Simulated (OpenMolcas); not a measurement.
C I: thermal populations, Slater's ratio, the spin-orbit constant, worked from levels

```
Program             : OpenMolcas 26.06
Basis               : ANO-R3 [4s4p2d1f]
Scalar Hamiltonian  : X2C, finite nucleus
Active space        : 2 electrons in 3 orbitals (2p)
State averaging     : 2S+1 = 3 even, 3 roots; 2S+1 = 1 even, 6 roots
Spin-orbit coupling : RASSI with atomic mean-field integrals over the reference wave functions, term energies averaged over their components
```

Methods: CASSCF; SS-CASPT2, IPEA 0.25 Eh, imaginary shift 0.1 Eh (closed shells correlated: 1s 2s). Measured levels: NIST Handbook of Basic Atomic Spectroscopic Data.

**Thermal populations.** Z = Σ (2J + 1) exp(-E/kT) with k = 0.695035 cm-1/K, over the levels below. No other level of either list lies under 33700 cm-1, which is above 7 kT at each temperature.

| Level | 2J + 1 | SS-CASPT2 | measured |
| --- | --- | --- | --- |
| 2s2 2p2 3P0 | 1 | 0.0 | 0.0 |
| 2s2 2p2 3P1 | 3 | 15.5 | 16.4 |
| 2s2 2p2 3P2 | 5 | 46.2 | 43.4 |
| 2s2 2p2 1D2 | 5 | 10270 | 10193 |
| 2s2 2p2 1S0 | 1 | 23100 | 21648 |

| T (K) | Z, SS-CASPT2 | Z, measured levels | Ground level (%), SS-CASPT2 | Ground level (%), measured levels |
| --- | --- | --- | --- | --- |
| 2000 | 8.806 | 8.814 | 11.4 | 11.3 |
| 3000 | 8.905 | 8.911 | 11.2 | 11.2 |
| 5000 | 9.182 | 9.192 | 10.9 | 10.9 |

At 5000 K, kT = 3475 cm-1, and the computed levels give Z = 1.000 + 2.987 + 4.934 + 0.260 + 0.001 = 9.182.

**Slater's ratio.** With one set of orbitals, p2 has 1D - 3P = 6 F2 and 1S - 1D = 9 F2 (F2 = F²/25), a ratio of 3/2. Term energies are centres of gravity, weighted by 2J + 1.

```json
{"Source": "CASSCF", "1D - 3P": "12585", "1S - 3P": "30894", "F2 from the first": "2098", "Ratio": "1.455"}
{"Source": "SS-CASPT2", "1D - 3P": "10237", "1S - 3P": "23067", "F2 from the first": "1706", "Ratio": "1.253"}
{"Source": "measured", "1D - 3P": "10163", "1S - 3P": "21618", "F2 from the first": "1694", "Ratio": "1.127"}
```

Energies in cm-1. A ratio away from 3/2 shows effects beyond one configuration with one set of orbitals, and in heavier atoms second-order spin-orbit shifts.

**The spin-orbit constant.** For the Hund term 3P of p2, E(J) = (A/2) J(J+1) + constant and ζ = 2S·A = 2A. From J = 0 to J = 2 the energy changes by 3 A.

```json
{"Source": "CASSCF", "E(2) - E(0)": "46.2", "A": "15.4", "ζ": "31"}
{"Source": "SS-CASPT2", "E(2) - E(0)": "46.2", "A": "15.4", "ζ": "31"}
{"Source": "measured", "E(2) - E(0)": "43.4", "A": "14.5", "ζ": "29"}
```

All in cm-1. SS-CASPT2 is off by +6.5 % and CASSCF by +6.5 %. Both methods take the spin-orbit matrix elements from the reference wave functions, so the second can move ζ only through the term energies and any multistate remixing. Second-order mixing with other terms is absorbed into this ζ.

CASPT2 breaks the degeneracy within a term, and the mean is taken; among the terms shown or strongly mixed into the levels shown the widest spread is 83 cm-1 (2s2 2p2 1D, SS-CASPT2). With the s shell closed, the reference lacks s² → p² mixing. Without dynamic correlation excited terms often stand tens of per cent too high (terms of higher spin than the ground term too low), and those without a measured partner can miss by more than the paired ones (holds for CASSCF). Measured partners are found by configuration, term and J. A level has none where our copy of the source lacks it or the pairing is in doubt (some pairs that miss far off the trend of their configuration count as doubtful), and it then counts in no deviation. Levels of configurations outside the active space are missing.
